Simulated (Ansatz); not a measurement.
Total energies of `C[Si](C)(Cl)CCCCc1ccc(/N=N/c2ccccc2)cc1` from Ansatz at PBE-D4/def2-TZVP, gas phase (1 Eh = 27.2114 eV = 2625.5 kJ/mol). The reference geometry is relaxed at PBE-D4/def2-SVP.

```json
{"state": "charge 0 singlet", "geometry": "reference", "energy (Eh)": "-1557.99395"}
{"state": "charge 1 doublet", "geometry": "reference", "energy (Eh)": "-1557.72182"}
{"state": "charge 1 doublet", "geometry": "relaxed at PBE-D4/def2-SVP", "energy (Eh)": "-1557.73775"}
{"state": "charge -1 doublet", "geometry": "reference", "energy (Eh)": "-1558.03405"}
{"state": "free C atom (triplet)", "geometry": "–", "energy (Eh)": "-37.79597"}
{"state": "free Si atom (triplet)", "geometry": "–", "energy (Eh)": "-289.22285"}
{"state": "free Cl atom (doublet)", "geometry": "–", "energy (Eh)": "-459.95840"}
{"state": "free N atom (quartet)", "geometry": "–", "energy (Eh)": "-54.53214"}
{"state": "free H atom (doublet)", "geometry": "–", "energy (Eh)": "-0.49962"}
```

Single mean-field runs in def2-TZVP are fitted with def2-universal-jkfit.

Task: Work out the vertical ionisation energy to the doublet.

Result: E(charge 1 doublet) − E(charge 0 singlet) = -1557.72182 − (-1557.99395) = 0.27213 Eh = 7.41 eV. For comparison, −ε of the highest occupied level is 4.98 eV at this level, 2.43 eV less.

Task: Work out the vertical electron affinity, to the doublet.

Result: E(charge 0 singlet) − E(charge -1 doublet) = -1557.99395 − (-1558.03405) = 0.04010 Eh = 1.09 eV. The basis lacks diffuse functions, which makes affinities too small.

Task: Give the fundamental gap IE − EA, the Mulliken electronegativity (IE + EA)/2 and the hardness (IE − EA)/2.

Result: From the values in Eh: IE − EA = 0.27213 − 0.04010 = 0.23203 Eh = 6.31 eV; (IE + EA)/2 = 4.25 eV; (IE − EA)/2 = 3.16 eV. The HOMO–LUMO gap of the same run is 1.91 eV, 4.40 eV smaller than the fundamental gap.

Task: How much does the charge 1 doublet relax, and what is the adiabatic ionisation energy?

Result: Relaxation: -1557.72182 − (-1557.73775) = 0.01593 Eh = 0.43 eV. Adiabatic ionisation energy: 0.25620 Eh = 6.97 eV, without zero-point energy. 

Task: What is the binding energy per atom against free atoms?

Result: Atoms: 18 × (-37.79597) + 1 × (-289.22285) + 1 × (-459.95840) + 2 × (-54.53214) + 23 × (-0.49962) = -1550.06425 Eh. Binding: -1550.06425 − (-1557.99395) = 7.92970 Eh = 215.78 eV, or 4.80 eV for each of 45 atoms (no zero-point energy, no counterpoise term).

At PBE-D4/def2-TZVP the gap within one spin of the charge 1 doublet nearly closes, so an electron or hole may be smeared out by delocalisation error. At PBE-D4/def2-TZVP the highest occupied level of the charge -1 doublet lies above zero (up to 0.97 eV). By energy differences its removal costs 1.09 eV (vertical, to the charge 0 singlet, at PBE-D4/def2-TZVP); self-interaction error and the lack of diffuse functions both raise the level.
